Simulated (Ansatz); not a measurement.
Input file for Ansatz (a program for electronic structure): R-BLYP/def2-TZVPP on CH3ISn (SMILES [CH3][Sn][I]), a point of a torsion scan. Elements past Kr take the def2 small-core potentials; no spin–orbit coupling.

Ansatz 0.2 input:
```yaml
crystal:
  periodic: [false, false, false]
  atoms:
    - {symbol: C, position_ang: [-0.76028522, -0.01351311, 0.02095829]}
    - {symbol: Sn, position_ang: [1.05503077, 1.33700397, -0.08223293]}
    - {symbol: I, position_ang: [2.30797619, 0.40844527, 2.14087553]}
    - {symbol: H, position_ang: [-0.93218498, -0.43535408, 1.01240390]}
    - {symbol: H, position_ang: [-1.67698224, 0.50144822, -0.27740100]}
    - {symbol: H, position_ang: [-0.64360382, -0.85812692, -0.66514012]}
basis:
  gaussian:
    orbitals: def2-TZVPP
hamiltonian:
  xc: {name: BLYP}
scf: {lower_state_search: off}
```

Output:

```
WARN ansatz: RAYON_NUM_THREADS=1 ignored (pool sized by the plan → 1); use --threads N
Functional definition: BLYP
these checks for a lower state are left out or cut short: stability, starts, cluster_reference, orbital_swaps, neighbouring_geometries, increment
integrals: 0.08 GiB planned
1112 factors; their error is unknown
mean field: 0.60 GiB planned
mean field evaluation 1: about -15004.4110 eV, gradient 7.2e1 eV
mean field evaluation 2: about -14921.6792 eV, gradient 1.4e2 eV
mean field evaluation 4: about -15016.4031 eV, gradient 1.6e1 eV
mean field evaluation 8: about -15016.8887 eV, gradient 2.6e-1 eV
mean field evaluation 16: about -15016.8709 eV, gradient 4.3e-4 eV
mean field -15016.87087293 eV, -551.8598257795 hartree, gradient 2.7e-6 eV, S^2 0.000000; 0 other end points of the search recorded, 0 dependent functions left out
reference -15016.87119557 eV, -551.8598376364 hartree; 28, 28 occupied and 145, 145 virtual orbitals, 1112 factors
Total energy: -15016.87119557 eV, -551.8598376364 hartree
Checks for a lower state left out: stability, starts, cluster_reference, orbital_swaps, neighbouring_geometries, increment
```

The run converged.

Cost: about 2.9 core-seconds (a rough figure).
